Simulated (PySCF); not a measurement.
A GIAO shielding run with PySCF 2.14 (density fitting, non-relativistic, gas phase) on SMILES Nc1ccc(B(O)O)nc1, C₅H₇BN₂O₂:

```
$ OMP_NUM_THREADS=1 python probes_run.py task.json out

{"job": {"kind": "nmr", "xc": "PBE0", "basis": "pcSseg-1"}, "charge": 0, "multiplicity": 1}
N     -3.166998    -0.003642    -0.260628
C     -1.804393    -0.042657    -0.119153
C     -1.019591    -1.057236    -0.689805
C      0.359446    -1.012162    -0.541489
C      0.954286     0.035216     0.170140
B      2.492462     0.223528     0.429702
O      2.872664     1.315485     1.138786
O      3.396873    -0.677031    -0.038657
N      0.194394     1.005978     0.714350
C     -1.117546     0.973772     0.579651
H     -3.687575     0.606238     0.354673
H     -3.643347    -0.857746    -0.513588
H     -1.497926    -1.868221    -1.246672
H      0.990126    -1.790970    -0.976405
H      2.050283     1.790288     1.356520
H      4.296321    -0.426418     0.197267
H     -1.689859     1.789015     1.041760
```

Hardware: 1 thread of an Arm Neoverse V1, shared host. The job also computes population analyses, field gradients, ring-centre shieldings.

(1) How large is the calculation?

(2) How long does it take, and how much memory does it need?

Results:

(1) 72 electrons, 205 basis functions and 1047 auxiliary functions.

(2) 34 s of wall time, with 14 SCF cycles and 5 response iterations; peak memory 0.94 GiB. Times on a shared host scatter by some tens of per cent.
